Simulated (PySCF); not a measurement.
## Mg: excitation energy

Mg [Ne] 3s2 (1S) → Mg [Ne] 3s1 3p1, s spin flipped, as a difference of total energies. All numbers are calculated (PySCF 2.14, no relativity, point nucleus, in aug-cc-pCVDZ). Correlated levels: nothing frozen. The calculations carry no spin-orbit coupling.

```csv
method,excitation energy (eV)
UHF,3.113
MP2 (all electrons),3.346
SCS-MP2 (all electrons),3.375
```

Question: How much does correlation contribute at MP2 (all electrons)?

Answer: 3.346 − (3.113) = 0.233 eV, measured against UHF.

The upper determinant mixes two multiplicities, so it lies between the two terms.

The coupled-cluster amplitudes are large for the upper state (T1 above 0.03 or a double amplitude above 0.15), so a single reference is strained.
